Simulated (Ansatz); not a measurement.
The pair A = digermane (SMILES [GeH3][GeH3]) (first 8 atoms), B = CH4 (SMILES C); geometry from B3LYP-D3(BJ)/def2-TZVP.
(charge 0, multiplicity 1):
```xyz
13

Ge    -0.1882    -1.4085     0.6535
Ge    -0.3699     0.9892     0.2595
H      0.1695    -2.1320    -0.6575
H     -1.5251    -1.9702     1.1695
H      0.9045    -1.7129     1.6910
H      1.0286     1.6173     0.1209
H     -1.1031     1.6820     1.4201
H     -1.1531     1.2549    -1.0389
C      0.4475     0.3352     4.1759
H     -0.5694     0.2386     3.7983
H      0.8597    -0.6541     4.3673
H      1.0624     0.8473     3.4371
H      0.4364     0.9118     5.0998
```

Correlated levels freeze the cores. Filled d and f shells under p-block atoms count as core. MP2 and its Hartree–Fock in aug-cc-pVTZ are density fitted.

Programs: Ansatz (a quantum-chemistry and plane-wave program). Values without a source in brackets are computed.

The counterpoise-corrected interaction energy is E(AB) − E(A in the pair's basis) − E(B in the pair's basis). Total energies (hartree):

| level | AB | A in the pair's basis | B in the pair's basis |
|---|---|---|---|
| HF/aug-cc-pVDZ | -4194.3504891 | -4154.1523490 | -40.1998116 |
| MP2/aug-cc-pVDZ | -4194.7372827 | -4154.3679442 | -40.3680962 |
| HF/aug-cc-pVTZ | -4194.5096302 | -4154.2977211 | -40.2136044 |
| MP2/aug-cc-pVTZ | -4194.9730501 | -4154.5569333 | -40.4145618 |
| CCSD(T)/aug-cc-pVDZ | -4194.8222562 | -4154.4250581 | -40.3959277 |

Q: Work out the counterpoise-corrected interaction energy at the basis-set limit: extrapolate the MP2 correlation part as X⁻³, take Hartree–Fock from the larger set, and add the CCSD(T) − MP2 difference of aug-cc-pVDZ.

A: 
1. Differences (1 hartree = 627.509 kcal/mol): HF/aug-cc-pVDZ 1.049; MP2/aug-cc-pVDZ -0.780; HF/aug-cc-pVTZ 1.064; MP2/aug-cc-pVTZ -0.976; CCSD(T)/aug-cc-pVDZ -0.797.
2. Correlation parts, MP2 less HF: -1.828 in aug-cc-pVDZ (X = 2), -2.040 in aug-cc-pVTZ (X = 3).
3. Limit (3³·(-2.040) − 2³·(-1.828))/(3³ − 2³) = -2.128; with HF/aug-cc-pVTZ it gives -1.065.
4. CCSD(T) less MP2 in aug-cc-pVDZ: -0.018.
Result: -1.08 kcal/mol, against -0.78 at MP2/aug-cc-pVDZ. It is an estimate of this method's limit, not of the exact value.
